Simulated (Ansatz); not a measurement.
`[CH3][Ge][Br]` + H–F → `[CH3][Ge][F]` + HBr at 700 K and 1 bar (ligand exchange at a Ge–Br bond).

Calculated with Ansatz (gas phase, PBE0-D4/def2-TZVP geometries, no zero-point term in ΔE). CCSD(T)/CBS is the MP2 limit (def2-TZVPP, def2-QZVPP) plus CCSD(T) − MP2 in def2-TZVPP, frozen cores. This one scheme is used for every species. For Br, Ge outer-core shells are correlated without core-valence functions, which leaves a few kJ/mol of doubt a bond. Scalar relativity is left out up to krypton.

```json
{"species": "`[CH3][Ge][Br]`", "CCSD(T)/CBS energy (Eh)": "-4689.31568", "H − E (kJ/mol)": "144.2", "S (J/(mol·K))": "392.4"}
{"species": "H–F", "CCSD(T)/CBS energy (Eh)": "-100.39570", "H − E (kJ/mol)": "45.2", "S (J/(mol·K))": "198.5"}
{"species": "`[CH3][Ge][F]`", "CCSD(T)/CBS energy (Eh)": "-2215.78112", "H − E (kJ/mol)": "144.8", "S (J/(mol·K))": "369.0"}
{"species": "HBr", "CCSD(T)/CBS energy (Eh)": "-2573.91920", "H − E (kJ/mol)": "36.5", "S (J/(mol·K))": "223.7"}
```

H − E and S are ideal-gas, rigid-rotor, harmonic terms from PBE0-D4/def2-TZVP. 1 Eh = 2625.50 kJ/mol, R = 8.31446 J/(mol·K).

Problem. By hand: ΔE, ΔH, ΔS and ΔG.

Solution. ΔE = (-2215.78112) + (-2573.91920) − (-4689.31568) − (-100.39570) = 0.01106 Eh = 29.0 kJ/mol. Δ(H − E) = 144.8 + 36.5 − 144.2 − 45.2 = -8.1, so ΔH = 20.9 kJ/mol. ΔS = 369.0 + 223.7 − 392.4 − 198.5 = 1.8 J/(mol·K). ΔG = 20.9 − 700 × (1.8)/1000 = 19.6 kJ/mol.

Problem. By hand: the equilibrium constant, and the temperature at which ΔG would vanish if ΔH and ΔS stayed fixed.

Solution. log₁₀ K = −ΔG/(RT ln 10) = -1.5. ΔG = 0 at ΔH/ΔS = 11611 K, far beyond where these terms or the molecules hold.

The number of gas molecules stays the same, so ΔS is small and ΔH decides. A doubt of 5 kJ/mol in ΔE shifts log₁₀ K by 0.4 here. These are equilibria of isolated gas molecules and say nothing of rates. Largest T1 diagnostic: 0.013 (customary marks: 0.02 for closed shells, 0.045 for open ones).
